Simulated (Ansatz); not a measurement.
H$_{4}$O$_{2}$Se$_{2}$Ti, SMILES `[OH][Ti]([OH])([SeH])[SeH]`, relaxed with RKS PBE-D4/def2-SVP in Ansatz 0.2.0 from a rough embedded geometry. The force threshold is 0.03 eV/Å; the program also tests the step.

The species carries charge 0 and has multiplicity 1.

Start:

```xyz
9

O    -0.704    0.573   -1.757
Ti    0.154   -0.358   -0.297
O     0.583   -2.145   -0.899
Se   -1.439   -0.541    1.618
Se    2.264    0.833    0.409
H    -0.910    1.529   -1.377
H    -0.264   -2.684   -0.893
H    -1.189    0.975    1.947
H     1.506    1.817    1.247
```

**Question.** By how much does the energy fall, and how many steps does the optimiser take? (An estimate is asked.)

**Answer.** The calculation gave: 95.70 kJ/mol, in 11 steps.

**Question.** Which bonds change most? (An estimate is asked.)

**Answer.** Computed: Ti2–O3 from 1.933 to 1.774 Å; O1–Ti2 from 1.933 to 1.777 Å; Se4–H8 from 1.571 to 1.488 Å; Ti2–Se5 from 2.523 to 2.448 Å.

**Question.** Give the relaxed structure. (Best estimate.)

**Answer.** Ansatz gave: 
```xyz
9

O    -0.866    0.666   -1.176
Ti    0.051   -0.361   -0.052
O     0.346   -2.008   -0.640
Se   -1.148   -0.425    2.087
Se    2.284    0.596    0.251
H    -0.639    1.450   -1.705
H     0.111   -2.491   -1.453
H    -1.825    0.837    1.688
H     1.686    1.736    0.999
```
